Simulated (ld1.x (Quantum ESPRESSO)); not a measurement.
**Before and after: TM potential for Ge**

Ge, norm-conserving Troullier–Martins (Kleinman–Bylander form), made with ld1.x (Quantum ESPRESSO) 7.5 (BP86, scalar-relativistic). Core [Ar], reference 3d10 4s2 4p1.75 (charge +0.25). Waves: 4s (bound): rc 1.65 bohr; 4p (bound): rc 2.00 bohr; 3d (bound): rc 1.25 bohr. Local part: all-electron potential smoothed inside 1.05 bohr (lloc = -1). Core correction: Bessel-smoothed model core inside 1.00 bohr.

All-electron outer shells of the reference configuration (BP86, scalar-relativistic, ld1.x):

```tsv
shell	level (eV)	outermost node (bohr)	outermost maximum (bohr)
3s	-170.62	0.26	0.54
3p	-117.76	0.23	0.54
3d	-31.48	–	0.50
4s	-13.77	0.77	1.73
4p	-5.73	0.82	2.19
```

Change: local potential the s channel.

Cutoffs: the cutoffs (Ry, on a coarse ladder) from which the occupation-weighted sum of valence levels, in a spherical-Bessel basis at the reference potential, stays within 10 and 1 mRy of its value at 400 Ry; they do not see the model core or the augmentation charge, which bear on the density cutoff. Errors are all-electron minus pseudo energies relative to the spin-unpolarised reference configuration.

How do hardness, ghosts and transferability respond?

The bound ghost in s disappears; of the 7 tests that both files solve, the error grows in 3 and shrinks in 1 by more than 15 % and 0.3 meV (median size 0.7 → 0.7 meV); the range in which the p phases agree widens (upper end 1.7 → at the end of the scan). In the separable form a ghost depends on how the local part lies against the semilocal potential of the channel, so the choice of the local part can create or remove one.

```csv
quantity,base,changed
"cutoff, loose",180 Ry,180 Ry
"cutoff, tight",over 300 Ry,over 300 Ry
loose cutoff by channel (10 mRy a level),"s 25 Ry, p 6 Ry, d 160 Ry","p 8 Ry, d 160 Ry, s 15 Ry"
bound ghosts,s,none
"error for 3d10 4s2 4p2, meV [ΔE -1.22 eV]",+0.3,+0.2
"error for 3d10 4s2 4p1, meV [ΔE 6.37 eV]",-0.1,-0.7
"error for 3d10 4s2 4p0, meV [ΔE 21.98 eV]",-5.7,-3.7
"error for 3d10 4s1 4p2, meV [ΔE 15.11 eV]",+2.0,-3.2
"error for 3d10 4s1 4p3, meV [ΔE 6.78 eV]",-1.6,-2.4
"error for 3d10 4s2 4p1.5, meV [ΔE 1.65 eV]",-0.1,-0.1
"error for 3d10 4s2 4p2.3, meV [ΔE -2.14 eV]",+0.7,+0.4
s: phases at 2.21 bohr within 0.05 rad from the reference energy up to (Ry; the scan ends near 5),4.2,3.5
p: phases at 2.21 bohr within 0.05 rad from the reference energy up to (Ry; the scan ends near 5),1.7,to the end of the scan
d: phases at 2.21 bohr within 0.05 rad from the reference energy up to (Ry; the scan ends near 5),1.0,0.0
```

 A true bound ghost makes a file unfit for plane-wave use even where its test errors are small: the radial tests pick states by their node count and pass the ghost by.
